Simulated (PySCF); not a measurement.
Species: C₆H₁₄P (charge -1).
Numbering: `[CH3:1][CH2:2][P-:3][CH2:4][CH:5]([CH3:6])[CH3:7]` (hydrogens: H8, H9, H10 on C1; H11, H12 on C2; H13, H14 on C4; H15 on C5; H16, H17, H18 on C6; H19, H20, H21 on C7)

The same species was optimised twice, with GFN2-xTB and with PBE0-D3(BJ)/def2-SVP (PySCF), and the same property calculations (PySCF, gas phase) were run on both structures.

```json
{"coordinate": "P3–C4 (Å)", "GFN2-xTB": "1.880", "PBE0-D3(BJ)/def2-SVP": "1.893", "change": "+0.013"}
{"coordinate": "C4–C5 (Å)", "GFN2-xTB": "1.522", "PBE0-D3(BJ)/def2-SVP": "1.534", "change": "+0.012"}
{"coordinate": "C2–P3 (Å)", "GFN2-xTB": "1.877", "PBE0-D3(BJ)/def2-SVP": "1.887", "change": "+0.010"}
{"coordinate": "C1–C2 (Å)", "GFN2-xTB": "1.518", "PBE0-D3(BJ)/def2-SVP": "1.523", "change": "+0.005"}
{"coordinate": "C5–C6 (Å)", "GFN2-xTB": "1.529", "PBE0-D3(BJ)/def2-SVP": "1.526", "change": "-0.003"}
{"coordinate": "C5–C7 (Å)", "GFN2-xTB": "1.523", "PBE0-D3(BJ)/def2-SVP": "1.525", "change": "+0.002"}
{"coordinate": "C2–P3–C4 (°)", "GFN2-xTB": "93.5", "PBE0-D3(BJ)/def2-SVP": "96.4", "change": "+2.9"}
{"coordinate": "C4–C5–C6 (°)", "GFN2-xTB": "111.0", "PBE0-D3(BJ)/def2-SVP": "112.3", "change": "+1.3"}
{"coordinate": "C1–C2–P3 (°)", "GFN2-xTB": "111.8", "PBE0-D3(BJ)/def2-SVP": "110.8", "change": "-1.0"}
{"coordinate": "C4–C5–C7 (°)", "GFN2-xTB": "110.4", "PBE0-D3(BJ)/def2-SVP": "111.1", "change": "+0.7"}
{"coordinate": "C6–C5–C7 (°)", "GFN2-xTB": "110.6", "PBE0-D3(BJ)/def2-SVP": "111.3", "change": "+0.7"}
{"coordinate": "P3–C4–C5 (°)", "GFN2-xTB": "112.2", "PBE0-D3(BJ)/def2-SVP": "112.5", "change": "+0.3"}
{"coordinate": "C1–C2–P3–C4 (°)", "GFN2-xTB": "-176", "PBE0-D3(BJ)/def2-SVP": "177", "change": "-7"}
{"coordinate": "C2–P3–C4–C5 (°)", "GFN2-xTB": "-179", "PBE0-D3(BJ)/def2-SVP": "-161", "change": "+18"}
{"coordinate": "P3–C4–C5–C6 (°)", "GFN2-xTB": "-169", "PBE0-D3(BJ)/def2-SVP": "-166", "change": "+3"}
```

Rotational constants: A = 5467, B = 870.1, C = 803.6 MHz (GFN2-xTB) against A = 5329, B = 851.0, C = 806.9 MHz (PBE0-D3(BJ)/def2-SVP). Point groups within 0.08 Å: C1 and C1.

On the GFN2-xTB structure: HOMO (eV) 1.47 [PBE0/pcSseg-1]; LUMO (eV) 4.98 [PBE0/pcSseg-1]; GIAO shielding of C1 (ppm) 168.8 [PBE0/pcSseg-1]; GIAO shielding of C2 (ppm) 155.4 [PBE0/pcSseg-1]; GIAO shielding of P3 (ppm) 342.3 [PBE0/pcSseg-1]; GIAO shielding of C4 (ppm) 137.6 [PBE0/pcSseg-1]; GIAO shielding of C5 (ppm) 153.0 [PBE0/pcSseg-1]; GIAO shielding of C6/C7 (mean) (ppm) 157.9 [PBE0/pcSseg-1].

**Question.** What do these properties become on the PBE0-D3(BJ)/def2-SVP structure?

**Answer.** 
```csv
property,level,on GFN2-xTB,on PBE0-D3(BJ)/def2-SVP,change
HOMO (eV),PBE0/pcSseg-1,1.47,1.34,-0.13
LUMO (eV),PBE0/pcSseg-1,4.98,4.93,-0.05
"energy, GFN2-xTB geometry as zero (kcal/mol)",PBE0/pcSseg-1,0.0,-1.2,-1.2
GIAO shielding of C1 (ppm),PBE0/pcSseg-1,168.8,166.1,-2.7
GIAO shielding of C2 (ppm),PBE0/pcSseg-1,155.4,154.7,-0.7
GIAO shielding of P3 (ppm),PBE0/pcSseg-1,342.3,345.7,+3.4
GIAO shielding of C4 (ppm),PBE0/pcSseg-1,137.6,136.8,-0.8
GIAO shielding of C5 (ppm),PBE0/pcSseg-1,153.0,153.3,+0.3
GIAO shielding of C6/C7 (mean) (ppm),PBE0/pcSseg-1,157.9,156.1,-1.8
```

The heavy atoms differ by 0.182 Å rms after alignment. Among bonds between heavy atoms P3–C4 and C4–C5 change most and about equally (+0.012 to +0.013 Å). Changes are differences of the printed values. Neither structure is proved a minimum here. Isolated species at its PBE0-D3(BJ)/def2-SVP geometry (one conformer only). The geometry's basis has no diffuse functions, a weakness for an anion.

Conformer computed: `[CH3:1][CH2:2][P-:3][CH2:4][CH:5]([CH3:6])[CH3:7]`: C1–C2–P3–C4 177°, C2–P3–C4–C5 -161°, P3–C4–C5–C6 -166°.
